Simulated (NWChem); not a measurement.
Species: Ca

Program: NWChem. Pople sets run with spherical d functions. STO-3G and 3-21G are far too small for this property and stand as cheap habits. GIAO values for the isolated, static molecule; σ is the absolute isotropic shielding.

```json
[
 {"level": "B3LYP/6-31G*", "σ Ca1 (ppm)": "1422.9"},
 {"level": "PBE0/pcSseg-1", "σ Ca1 (ppm)": "1422.9"},
 {"level": "B3LYP/6-311G**", "σ Ca1 (ppm)": "1423.2"},
 {"level": "Hartree-Fock/STO-3G", "σ Ca1 (ppm)": "…"}
]
```

Question: What belongs in the gaps?

Answer: 
- Hartree-Fock/STO-3G, σ Ca1 (ppm): 1411.8
